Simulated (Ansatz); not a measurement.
System: sum formula AlO2H3 (charge 0, singlet). 
Structure (B3LYP-D3(BJ)/def2-TZVP (Ansatz, a program for electronic structure) minimum search):
```
Al
O 1 1.6926
H 2 0.9583 1 123.93
O 1 1.6983 2 118.48 3 0.00
H 4 0.9576 1 124.59 2 180.00
H 1 1.5649 2 118.40 3 -180.00
```
Charge 0, spin multiplicity 1.

Basis-set convergence of Hartree-Fock and CCSD(T) correlation energies (hartree) with Ansatz. Valence correlation only, unless marked. Spin-orbit coupling is left out. No relativistic terms.

| basis | functions | E(HF) | E(corr, CCSD(T)) |
|---|---|---|---|
| cc-pV(D+d)Z | 66 | -393.51000 | -0.47139 |
| cc-pV(T+d)Z | 141 | -393.58098 | -0.60018 |
| cc-pV(Q+d)Z | 264 | -393.59798 | -0.64318 |
| cc-pV(5+d)Z | 447 | -393.60171 | -0.65832 |

Extrapolating the two largest sets (X = 4 and 5) as X^-3: E(corr) = (125·(-0.65832) - 64·(-0.64318))/61 = -0.6742 Eh, an estimate of the basis-set limit. The largest set recovers 97.6 % of it, the smallest 69.9 %.
